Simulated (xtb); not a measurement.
Al(Me)(OMe)(PH2) (C₂H₈AlOP), SMILES C[O][Al]([CH3])[PH2]. All values are semi-empirical tight-binding results from xtb (GFN2-xTB unless named), good for trends rather than for accurate numbers. Geometry: GFN2-xTB. The structure was generated by enumeration; whether it is a known compound was not checked. The values are those of a single conformer.

For metal compounds this method's bond lengths and energies can be far off.

The orbital gap comes out as 3.39 eV, the zero-point energy is 57.3 kcal/mol and the G − E(el) at 298.15 K (modified RRHO) is 34.8 kcal/mol.
